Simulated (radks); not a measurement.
Exchange energies: the exact (Fock) value of the Kohn-Sham orbitals and density-functional approximations, in hartree. Species: He+ 1s1; Lu3+ [Xe] 4f14. All-electron calculation, non-relativistic Kohn-Sham, r2SCAN, spin-polarised, spherical densities, point nucleus; meta-GGA in the generalised Kohn-Sham scheme. Program: a radial shooting solver on a logarithmic mesh with Libxc functionals. Every spin shell is full or empty, so the densities are truly spherical. Functionals are evaluated on that one density, not self-consistently.

functional        He+      Lu3+
exact       -0.622956  -282.069
LDA          -0.53462   -271.23
PW91         -0.61244   -282.77
SOGGA        -0.58260   -277.26
B86b         -0.61649   -282.67
EV93         -0.64684   -281.32
APBE         -0.62018   -283.40
revTPSS      -0.62323   -280.04
SCAN         -0.62329   -282.73
MVS          -0.62333   -282.69
